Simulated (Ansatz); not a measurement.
These are Ansatz (a quantum-chemistry and plane-wave program) with frozen-core CCSD(T)/cc-pVTZ // B3LYP-D3(BJ)/def2-TZVP values and carry that method's errors.

Ansatz 0.2 input:
```yaml
crystal:
  periodic: [false, false, false]
  atoms:
    - { symbol: B, position_ang: [1.084262, -0.211398, -0.012748] }
    - { symbol: C, position_ang: [-0.16888, 0.383484, 0.085946] }
    - { symbol: O, position_ang: [-1.474755, -0.031756, -0.059309] }
    - { symbol: H, position_ang: [2.17877, -0.616586, -0.071622] }
    - { symbol: H, position_ang: [-0.124445, 1.443753, 0.34168] }
    - { symbol: H, position_ang: [-1.494952, -0.967498, -0.283949] }
basis:
  gaussian: { orbitals: cc-pVTZ }
correlation:
  method: ccsd_t
```

Output:

```
Functional definition: HF
770 factors; integrals over basis functions are off by at most 1.3e-3 eV
mean field evaluation 1: about -3782.8424 eV, gradient 3.2e1 eV
mean field evaluation 2: about -3782.8443 eV, gradient 3.2e1 eV
mean field evaluation 4: about -3785.3635 eV, gradient 3.4e0 eV
mean field evaluation 8: about -3785.4204 eV, gradient 1.7e-1 eV
mean field evaluation 16: about -3785.4125 eV, gradient 8.9e-1 eV
mean field -3785.42068485 eV, -139.1116443178 hartree, gradient 2.1e-6 eV, S^2 0.000000; 0 other end points of the search recorded, 0 dependent functions left out
3 core orbitals not correlated
reference -3785.42068485 eV, -139.1116443178 hartree; 8, 8 occupied and 121, 121 virtual orbitals, 770 factors
second order -13.39072659 eV of doubles, -0.00000000 eV of singles
cycle   1  -13.56345556 eV  change   -1.7e-1 eV  update   8.2e-2
cycle   2  -13.91232293 eV  change   -3.5e-1 eV  update   2.7e-2
cycle   3  -14.00017486 eV  change   -8.8e-2 eV  update   1.4e-2
cycle   4  -13.99285871 eV  change    7.3e-3 eV  update   3.7e-3
cycle   5  -13.99125703 eV  change    1.6e-3 eV  update   1.5e-3
cycle   6  -13.99171318 eV  change   -4.6e-4 eV  update   4.0e-4
cycle   7  -13.99150449 eV  change    2.1e-4 eV  update   1.5e-4
cycle   8  -13.99142548 eV  change    7.9e-5 eV  update   5.5e-5
cycle   9  -13.99144068 eV  change   -1.5e-5 eV  update   2.5e-5
cycle  10  -13.99143461 eV  change    6.1e-6 eV  update   8.4e-6
perturbative correction -0.57370785 eV, -0.0210833745 hartree
Total energy: -3799.98582731 eV, -139.6469034307 hartree
```

Cost: about 11 core-seconds (a rough figure).
